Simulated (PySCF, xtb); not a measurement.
C₂H₇NOSi₂, SMILES CC1=N[SiH2]O[SiH2]1.

GFN2-xTB (xtb 6.7.1) at its own geometry gives an orbital gap of 2.30 eV and a dipole moment of 1.85 D.

Coordinates come from a r2SCAN-D4/def2-SVP optimisation. This is a generated structure with no PubChem entry under its InChIKey; it may be hypothetical.

### Question
What does B3LYP/def2-TZVP in PySCF give? (The exact figures need the calculation; the answer reports its results.)

### Answer
gap 5.43 eV (levels -6.74 and -1.31 eV), dipole 1.66 D.
